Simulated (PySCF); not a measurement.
# TDDFT excited states: BClH4O2Si

Species: BClH4O2Si.
Geometry (PBE0-D3(BJ)/def2-SVP, Å), atoms numbered from 1 in this order:
```xyz
9
BClH4O2Si angstrom
O      3.516    2.435    3.276
B      4.216    1.971    2.208
O      3.788    0.998    1.361
Si     6.048    2.783    1.876
Cl     7.208    2.450    3.578
H      2.668    2.005    3.439
H      2.924    0.622    1.565
H      6.753    2.161    0.717
H      5.992    4.260    1.655
```

Computed with TDDFT PBE0/def2-SVPD, vertical, gas phase, core orbitals frozen in the response (PySCF 2.14.0, density-fitted response routines).

**Question.** What does the calculation give for the low-lying excited states?

**Answer.** 

| state | E (eV) | E (hartree) | f | \|μ\| (D) | main configurations (H = HOMO, L = LUMO) |
| --- | --- | --- | --- | --- | --- |
| S1 | 6.02 | 0.2213 | 0.017 | 0.86 | H→L (97%) |
| S2 | 6.46 | 0.2373 | 0.0045 | 0.43 | H-1→L (97%) |
| S3 | 6.73 | 0.2472 | 0.101 | 1.99 | H→L+1 (97%) |
| S4 | 7.29 | 0.2678 | 0.0012 | 0.21 | H-1→L+1 (97%) |
| S5 | 7.52 | 0.2763 | 0.015 | 0.72 | H→L+2 (89%) |
| S6 | 7.72 | 0.2837 | 0.016 | 0.73 | H-2→L (91%) |
| S7 | 7.99 | 0.2936 | 0.0005 | 0.13 | H-3→L+1 (73%), H-3→L (10%) |
| S8 | 8.02 | 0.2947 | 0.0083 | 0.52 | H-1→L+2 (33%), H→L+3 (30%), H-4→L (21%) |
| S9 | 8.06 | 0.2961 | 0.019 | 0.79 | H→L+3 (62%), H-1→L+2 (19%), H-4→L (10%) |
| S10 | 8.10 | 0.2975 | 0.031 | 1.00 | H-4→L (35%), H-1→L+2 (30%), H-5→L (13%) |

Triplets, Tamm–Dancoff:

```
state  E (eV)  λ (nm)  main configurations (H = HOMO, L = LUMO)
   T1    5.13   241.6                                 H→L (88%)
   T2    6.15   201.6                               H-1→L (94%)
   T3    6.52   190.1                               H→L+1 (88%)
   T4    6.82   181.9                  H→L+2 (60%), H-2→L (20%)
```

The lowest singlet comes at 206 nm (581 kJ/mol) in the ultraviolet; it is weak; its leading configuration is HOMO→LUMO (97%). The strongest level in the table is S3 at 6.73 eV (184 nm, f = 0.101). Löwdin shares by element: HOMO chlorine 41%, silicon 22%, boron 17%, hydrogen 5% or more (atoms not listed hold the other 15%); LUMO boron 27%, silicon 26%, chlorine 14%, oxygen 12% or more (atoms not listed hold the other 20%). Weighted by f, the mean energy of these states is 7.17 eV. Orbital energies (eV): HOMO-3 -10.10, HOMO-2 -9.81, HOMO-1 -8.61, HOMO -8.17, LUMO -0.80, LUMO+1 -0.55, LUMO+2 0.60. The listed states span 2.07 eV, and the widest gap between neighbours is 0.56 eV (S3 to S4). All these states lie below the vertical ionisation energy of 10.26 eV (ΔSCF). Singlets were solved by full linear response, triplets in the Tamm–Dancoff approximation.

The run took 34 s wall on x86-64 server, one thread, no GPU, on a shared host.

One conformer stands for the species.
